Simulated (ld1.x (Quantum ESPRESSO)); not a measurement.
**Configuration tests for hafnium (TM)**

```
Element                 : Hf
Generator               : ld1.x (Quantum ESPRESSO) 7.5
Type                    : norm-conserving Troullier–Martins (Kleinman–Bylander form)
Functional              : PBE
Relativity              : scalar-relativistic
Frozen core             : [Kr] 4d10 4f14
Valence charge          : 12
Reference configuration : 5s2 5p6 5d2 6s1.75 6p0.25
Partial waves           : 5p (bound): rc 1.25 bohr; 5d (bound): rc 1.75 bohr; 5s (bound): rc 1.05 bohr
Local potential         : the s channel
Core correction         : a·sin(br)/r model core, default radius (core density twice the valence density)
```

Occupied shells without a wave of their own: 6p, 6s. They enter only through the test configuration that unscreens the potential, and ld1.x also counts them in the model core charge.

Energies are relative to the spin-unpolarised reference configuration 5s2 5p6 5d2 6s1.75 6p0.25; without spin polarisation the order of configurations can differ from experiment. The frozen-core shift is the all-electron ΔE with the core orbitals held at their reference shape minus the fully relaxed ΔE.

ld1.x takes every shell without a wave as core, so the model core holds the 6p, 6s electrons as well and exchange and correlation see them twice. This cancels in the reference configuration, but the file is broken for other ones, and its errors say nothing about a proper core correction.

| valence configuration | charge | ΔE all-electron (eV) | error AE − PS (meV) | frozen-core shift (meV) |
| --- | --- | --- | --- | --- |
| 5s2 5p6 5d2 6s2 6p0 | 0 | -0.934 | +11 | -0.3 |
| 5s2 5p6 5d2 6s1 6p0 | +1 | 7.042 | -174 | +2.9 |
| 5s2 5p6 5d2 6s0 6p0 | +2 | 21.222 | -671 | +11 |
| 5s2 5p6 5d3 6s0 6p0 | +1 | 9.055 | -327 | +12 |
| 5s2 5p6 5d2 6s1.5 6p0 | +0.5 | 2.320 | -47 | +1.0 |
| 5s2 5p5 5d2 6s2 6p0 | +1 | 40.087 | -203 | +179 |
| 5s2 5p6 5d2 6s0 6p2 | 0 | 6.927 | -166 | +3.0 |

Levels in the configuration 5s2 5p6 5d2 6s2 6p0:

```json
{"level": "5s", "all-electron (eV)": "-67.016", "pseudo (eV)": "-67.021"}
{"level": "5p", "all-electron (eV)": "-35.573", "pseudo (eV)": "-35.579"}
{"level": "5d", "all-electron (eV)": "-2.689", "pseudo (eV)": "-2.691"}
{"level": "6s", "all-electron (eV)": "-5.108", "pseudo (eV)": "-5.163"}
```

A variational frozen-core shift is positive and of second order in the change. This column holds negative values, so the frozen-core run of ld1.x carries numerical noise or an error of first order here, and the column gives no more than the rough size of the effect.
